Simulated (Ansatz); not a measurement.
A search over several starts for the lowest SCF solution of Si4⁻ at the given spin, in a small basis.

```yaml
crystal:
  periodic: [false, false, false]
  atoms:
    - {symbol: Si, position_ang: [-1.044062, -0.390885, -1.637362]}
    - {symbol: Si, position_ang: [1.045718, 0.387160, 1.637190]}
    - {symbol: Si, position_ang: [-0.892966, -0.425045, 0.670879]}
    - {symbol: Si, position_ang: [0.891311, 0.428779, -0.670708]}
basis:
  gaussian: {orbitals: def2-SVP}
total_charge: -1
magnetization: {spin_polarized: true, initial_magnetization: 1}
hamiltonian: {xc: pbe0, dispersion: d4}
output: {orbitals: {seedname: orbitals}}
```

```sh
$ ansatz run in.yaml --threads 2 --pin off --events-out ev --progress --plain --max-ram 4352MiB
```

Output, abridged:

```
Functional definition: PBE0
664 factors; integrals over basis functions are off by at most 1.2e-3 eV
mean field evaluation 1: about -31486.6732 eV, gradient 4.1e0 eV
mean field evaluation 2: about -31486.7529 eV, gradient 3.9e0 eV
mean field evaluation 4: about -31486.8891 eV, gradient 3.3e-1 eV
mean field evaluation 8: about -31486.8888 eV, gradient 2.5e-3 eV
mean field evaluation 16: about -31486.7255 eV, gradient 1.3e0 eV
mean field -31486.88876364 eV, -1157.1218194841 hartree, gradient 4.6e-5 eV, S^2 0.775845; 1 other end points of the search recorded, 0 dependent functions left out
reference -31486.88878657 eV, -1157.1218203267 hartree; 29, 28 occupied and 43, 44 virtual orbitals, 664 factors
Total energy: -31487.12323417 eV, -1157.1304361171 hartree
```

It took 2.1 s on 2 threads of Arm Neoverse V1 on a shared host.

The structure comes from a short search, and lower isomers may exist.
